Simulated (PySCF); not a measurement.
2-methylideneimidazole (C4H4N2), SMILES C1C=NC(=C)N=1.

Geometry: B3LYP-D3(BJ)/def2-SVP.

Calculation: CAM-B3LYP/def2-TZVP in PySCF.

Gas-phase values at a fixed geometry.

Computed frontier levels, gap, dipole moment and polarisability:
| Item | Result |
|---|---|
| highest occupied level | -9.23 eV |
| lowest empty level | -1.70 eV |
| orbital gap | 7.53 eV |
| dipole moment | 0.69 D |
| quadrupole, principal values (traceless, Buckingham form, about the centre of nuclear charge) | -9.67, -4.42, 14.09 D·Å |
| mean static polarisability | 61.0 bohr³ (9.05 Å³) |
| polarisability, principal values | 33.5, 52.1, 97.5 bohr³ |
